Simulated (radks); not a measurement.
F3+, 6 electrons, occupied as 1s1.5 2s2 2p2 3s0.5 (fractional occupations, a model configuration). Method: Dirac Kohn-Sham, B86b exchange with PBE correlation, spin-unpolarised, spherical densities, point nucleus; open shells fill j = l - 1/2 first; computed with a radial shooting solver on a logarithmic mesh with Libxc functionals. Some entries of the table are withheld. Estimate them.

| orbital | occ. | eigenvalue (hartree) | <r^2> (bohr^2) | <r> (bohr) |
|---|---|---|---|---|
| 1s1/2 | 1.5 | (1) | (2) | 0.1729 |
| 2s1/2 | 2 | (3) | 0.8265 | 0.8359 |
| 2p1/2 | 2 | -3.09212 | 0.7284 | 0.7677 |
| 2p3/2 | 0 | -3.08745 | 0.7303 | 0.7688 |
| 3s1/2 | 0.5 | -1.08488 | 6.502 | 2.392 |
| 3p1/2 | 0 | -0.92700 | 7.181 | 2.500 |
| 3p3/2 | 0 | -0.92628 | 7.192 | 2.502 |

Answer. 
(1) 1s1/2 eigenvalue (hartree): -29.03105
(2) 1s1/2 <r^2> (bohr^2): 0.04024
(3) 2s1/2 eigenvalue (hartree): -3.73034
